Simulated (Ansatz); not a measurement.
```xyz
8

C     0.0200   -0.0446   -0.4311
C    -0.0087    1.2566    0.1547
C    -0.0216   -1.2571    0.1601
H    -0.0208    0.0168   -1.5811
H     0.0250    2.1212   -0.3745
H     0.0076    1.2556    1.3124
H     0.0086   -2.1999   -0.3353
H    -0.0088   -1.2545    1.2658
```

Basis set: 6-31G (spherical functions). Frozen core: 3 orbitals. Charge 0, multiplicity 2.

Computed with Ansatz (development build ahead of 0.2.0); each method stands on the lowest determinant of its kind that the runs found.

The atomization energy at this shape (free ground-state atoms in the same class of orbitals less the molecule, no zero-point energy) of doublet C₃H₅:

| method | atomization energy |
| --- | --- |
| UHF | 557.06 kcal/mol |

Task: What does UHF-MP2 give?

Result: 658.20 kcal/mol. Caution: the unrestricted determinant is spin contaminated.

This basis has no polarisation functions and is too small for such energies, which can lie far from measured ones in either direction.
